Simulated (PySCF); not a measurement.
**Single point on TlSi**

State: ⁴Σ⁻ (quartet), unpaired electrons σ ↑, π ↑↑.

An equivalent input (the run itself took its basis sets from the Basis Set Exchange, started from a PBE0 density and held the occupation σ 9α 8β, πx 4α 3β, πy 4α 3β, δx 1α 1β, δy 1α 1β):

```python
from pyscf import gto, dft
mol = gto.M(atom='Tl 0 0 0; Si 0 0 2.662', basis={'Tl': 'def2-TZVPP', 'Si': 'def2-TZVPP'}, ecp={'Tl': 'def2-TZVPP'},
            charge=0, spin=3, verbose=4, symmetry='C2v')
mf = dft.UKS(mol, xc='BHANDHLYP')
mf.grids.atom_grid = (80, 434)
mf.grids.prune = dft.gen_grid.treutler_prune
mf.irrep_nelec = {'A1': (10, 9), 'A2': (1, 1), 'B1': (4, 3), 'B2': (4, 3)}
mf.conv_tol = 1e-9
mf.max_cycle = 60
mf.diis_space = 10
mf.kernel()
```

The log (some set-up lines and the per-cycle HOMO/LUMO lines removed):

```
******** <class 'pyscf.dft.uks_symm.SymAdaptedUKS'> ********
method = SymAdaptedUKS
damping factor = 0
level_shift factor = 0
DIIS = <class 'pyscf.scf.diis.CDIIS'>
diis_start_cycle = 1
diis_space = 10
diis_damp = 0
SCF conv_tol = 1e-09
SCF conv_tol_grad = None
SCF max_cycles = 60
number electrons alpha = 19  beta = 16
Set gradient conv threshold to 3.16228e-05
init E= -461.822902124016
cycle= 1 E= -461.824317455236  delta_E= -0.00142  |g|= 0.0121  |ddm|= 0.141
cycle= 2 E= -461.824366120261  delta_E= -4.87e-05  |g|= 0.00547  |ddm|= 0.0326
cycle= 3 E= -461.824375926748  delta_E= -9.81e-06  |g|= 0.00125  |ddm|= 0.00624
cycle= 4 E= -461.824376933864  delta_E= -1.01e-06  |g|= 0.000601  |ddm|= 0.00265
cycle= 5 E= -461.824377207555  delta_E= -2.74e-07  |g|= 0.000147  |ddm|= 0.00122
cycle= 6 E= -461.824377276065  delta_E= -6.85e-08  |g|= 6.67e-05  |ddm|= 0.000662
cycle= 7 E= -461.824377288583  delta_E= -1.25e-08  |g|= 2.69e-05  |ddm|= 0.000336
cycle= 8 E= -461.824377289995  delta_E= -1.41e-09  |g|= 1.24e-05  |ddm|= 7.4e-05
cycle= 9 E= -461.824377290355  delta_E= -3.6e-10  |g|= 1.61e-06  |ddm|= 5.74e-05
Extra cycle  E= -461.824377290363  delta_E= -8.07e-12  |g|= 9.06e-07  |ddm|= 4.74e-06
converged SCF energy = -461.824377290363  <S^2> = 3.7545239  2S+1 = 4.0022613
```

Repeating this along the bond gives Re = 2.673 Å and ωe = 232 cm⁻¹.

A point of this curve took 2.1 CPU seconds beside 0.6 for the integrals, on Arm Neoverse V1 (shared host).

These are scalar-relativistic numbers at best; spin–orbit coupling would shift them, the dissociation energy most. The state is the lowest determinant that a PBE0 search found; another state may lie lower at other levels.
